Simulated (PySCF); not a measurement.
# Frontier orbitals and the lowest excitations

Compound: C3H8GeO2S.
Geometry (PBE0-D3(BJ)/def2-SVP, Å), atoms numbered from 1 in this order:
```xyz
15
C3H8GeO2S angstrom
C      2.905    0.546   -0.044
O      1.897   -0.305    0.489
C      0.727   -0.303   -0.153
O      0.509    0.350   -1.141
Ge    -0.664   -1.410    0.744
S     -2.193    0.027    1.453
C     -2.736    0.712   -0.147
H      3.154    0.258   -1.075
H      3.779    0.429    0.607
H      2.567    1.592   -0.046
H     -0.131   -2.152    1.975
H     -1.252   -2.361   -0.313
H     -3.336   -0.018   -0.708
H     -1.879    1.036   -0.754
H     -3.362    1.584    0.086
```

Level of theory: TDDFT B3LYP/def2-SVPD, vertical, gas phase, core orbitals frozen in the response in PySCF. Relativistic effects, spin–orbit coupling among them, are left out although an element past zinc is present.

Frontier orbitals with the atoms that hold most of them (Löwdin shares over 4%, at most four atoms; ? is withheld):

| orbital | ε (eV) | atoms |
| --- | --- | --- |
| LUMO+2 | 0.20 | S6 26%, C7 14%, Ge5 14%, H15 7% |
| LUMO+1 | -0.12 | Ge5 26%, S6 22%, H12 17%, C3 11% |
| LUMO | ? | C3 27%, O4 20%, Ge5 17%, S6 14% |
| HOMO | -6.55 | ? |
| HOMO-1 | -7.75 | ? |
| HOMO-2 | -8.50 | S6 48%, Ge5 16%, C7 9%, O4 9% |
| HOMO-3 | -8.91 | O2 44%, O4 28%, C1 10%, C3 7% |

(1) Which atoms hold the HOMO-1, and with what shares?

(2) Give the leading atoms of the HOMO.

(3) What is the LUMO energy, and the HOMO–LUMO gap?

Answers

(1) O4 (bonded to C) 42%; S6 (bonded to C and Ge) 18%; Ge5 (bonded to C, S and 2 H) 12%; C3 (bonded to Ge and 2 O) 11%.

(2) S6 (bonded to C and Ge) 64%; C7 (bonded to S and 3 H) 10%; Ge5 (bonded to C, S and 2 H) 8%; O4 (bonded to C) 6%.

(3) ε(LUMO) = -1.09 eV; the gap is 5.46 eV (0.2008 hartree).

Question: How does S1 compare with the orbital gap of 5.46 eV?

Answer: S1 is at 4.44 eV (f = 0.015), 1.02 eV below the gap, made of HOMO→LUMO (96%). Without the coupling terms of the response equations the lowest excitation would equal the gap.

Question: One configuration dominates each of S1 and S2. Which, and how do the shares of the two leading atoms of either orbital change from the occupied to the empty one?

Answer: 
- S1 (4.44 eV, f 0.015), HOMO→LUMO (96%): S6 64% → 14%, C7 10% → at most 15%, C3 at most 6% → 27%, O4 6% → 20%
- S2 (5.26 eV, f 0.0098), HOMO-1→LUMO (72%): O4 42% → 20%, S6 18% → 14%, C3 11% → 27%

On Arm Neoverse N1, one thread, shared host, this took 2.9 min of wall time (with the writing of density and orbital grids) and 0.91 GiB of memory at its peak.

One conformer stands for the species.
